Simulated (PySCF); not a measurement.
Static response to an electric field

Species: C₇H₅O (charge +1).
Structure used (PBE0-D3(BJ)/def2-SVP), in Å, numbered top down from 1:
```
atom  x, y, z in Å
C1     3.3107   -0.1311   -0.1464
C2     2.0999   -0.0623   -0.1172
C3     0.6985    0.0494   -0.0762
C4    -0.0113    1.2373    0.0778
C5    -1.4005    1.1868    0.1039
C6    -2.0559   -0.0472   -0.0235
C7    -1.2845   -1.1707   -0.1734
O8     0.0337   -1.0997   -0.1968
H9     4.3882   -0.1986   -0.1728
H10    0.5391    2.1740    0.1739
H11   -1.9783    2.1071    0.2236
H12   -3.1434   -0.1339   -0.0072
H13   -1.6504   -2.1937   -0.2838
```

Level: wB97X-D/def2-SVPD (PySCF), static field, nuclei fixed, core orbitals frozen in the response. The polarisability tensor in these axes (au):

```
x   133.94  -1.25  -2.06
y    -1.25  71.56   3.38
z    -2.06   3.38  43.12
```

What are the eigenvalues, a third of the trace, and Δα (Δα² = ½Σ(αi − αj)² over the three pairs)?

Principal values 42.69, 71.92 and 134.01 au; mean 82.88 au = 12.28 Å³ = 13.66 × 10⁻⁴⁰ C²·m²/J; Δα = 80.78 au (97 % of the mean).

What are the principal values of the traceless quadrupole moment, Θ = ½Σq(3rr − r²1), about the centre of nuclear charge?

-23.34, -4.63, 27.98 D·Å. The values depend on the origin, since the species is charged. The electronic extent ⟨r²⟩ about the same centre is 880 bohr², a root-mean-square distance of 2.14 Å for the 54 electrons.

Directions of the eigenvectors, and the extent of the frame along each?

Largest value along (1.00, -0.02, -0.02), where the nuclei span 7.53 Å; middle along (0.02, 0.99, 0.11), 4.44 Å; least along (0.02, -0.12, 0.99), 0.01 Å. The response follows the extents in order.

Rayleigh depolarisation ratio (linearly polarised light, static tensor)?

ρ = 3Δα²/(45ᾱ² + 4Δα²) = 19575.2/(309079 + 26100.2) = 0.0584.

Isolated species at its PBE0-D3(BJ)/def2-SVP geometry, gas phase.
